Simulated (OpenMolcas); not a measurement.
Cu2+, Ag2+, Au2+: d⁹ down the group

```yaml
Program: OpenMolcas 26.06
Method: MS-CASPT2, IPEA 0.25 Eh, imaginary shift 0.1 Eh
Basis: ANO-RCC-VQZP
Scalar_Hamiltonian: DKH2, point nucleus
Spin-orbit_coupling: RASSI with atomic mean-field integrals over the reference wave functions, term energies averaged over their components
```

Active space for each ion: 9 electrons in 6 orbitals (d s); closed shells correlated by CASPT2: Cu2+ 3s 3p; Ag2+ 4s 4p; Au2+ 5s 5p.

Computed levels in cm-1 above ²D_5/2:

| Level | Cu2+ | Ag2+ | Au2+ |
| --- | --- | --- | --- |
| ²D_3/2 | 2210 | 4700 | 13280 |
| weight of ²D in the lowest level (%) | 100 | 100 | 100 |

Measured, with the error of the calculation in %. Measured levels: Cu2+ from Sugar and Musgrove, J. Phys. Chem. Ref. Data 19, 527 (1990); Ag2+ from Moore, Atomic Energy Levels, vol. III, NSRDS-NBS 35 (1971 reprint of NBS Circular 467, 1958); Au2+ from Iglesias, J. Res. Natl. Bur. Stand. 64A, 481 (1960).

| Level | Cu2+ | Ag2+ | Au2+ |
| --- | --- | --- | --- |
| ²D_3/2 | 2072 (+6.5) | 4607 (+2.1) | 12694 (+4.6) |

The fine-structure level ²D_3/2 changes by a factor of 6.01 from Cu2+ to Au2+.

CASPT2 does not keep the components of a term degenerate, so their means are used; among the terms shown or strongly mixed into the levels shown the widest spread is 14 cm-1 (4d⁹ ²D, Ag2+). Computed and measured levels are paired by configuration, term and J; levels that our copy of the source lacks, or whose pairing is in doubt (as where it misses far off the trend of its configuration), stay unpaired and out of the deviations. Only configurations of the active space appear.
